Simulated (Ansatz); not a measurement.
Several settings on one geometry of the cluster Ca3⁻ (that of the charge -1 doublet, r2SCAN/def2-TZVPD). Ansatz on 4 threads of Arm Neoverse V2 on a shared host; times are rough.

```csv
atom,x (Å),y (Å),z (Å)
Ca1,-0.0445,-0.0109,2.1351
Ca2,-1.2015,1.3927,-1.0859
Ca3,1.2460,-1.3818,-1.0491
```

Totals from different functionals, basis sets or treatments of relativity can't be compared as stabilities.

LC-ωPBE has ω = 0.4 bohr⁻¹.

Scalar relativity in a set contracted without it gives distorted totals.

Question: Give the basis size and estimate the energy, ⟨S²⟩ and time of these runs.

| run | method | charge | state | further keys |
| --- | --- | --- | --- | --- |
| 1 | UKS LC-ωPBE/cc-pVDZ | -1 | doublet | scf: {omitted_lower_state_checks: [starts]}; forces asked |
| 2 | UKS CAM-B3LYP/def2-TZVP | -1 | doublet | pseudopotentials: {relativity: scalar} |
| 3 | UKS SVWN5/def2-TZVP | -1 | doublet | – |

Answer: 
| run | functions | energy (Eh) | ⟨S²⟩ | wall time |
| --- | --- | --- | --- | --- |
| 1 | 81 | -2032.2357 | 1.85 | 4.2 s |
| 2 | 108 | -2040.2230 | 0.80 | 10 s |
| 3 | 108 | -2027.2294 | 0.77 | 6 s |

The highest occupied level of an anion often lies above zero with these methods, and sets without diffuse functions describe the outer electron poorly. At UKS LC-ωPBE/cc-pVDZ the charge -1 doublet is spin-contaminated (final ⟨S²⟩ up to 1.85, 0.75 for a pure state).
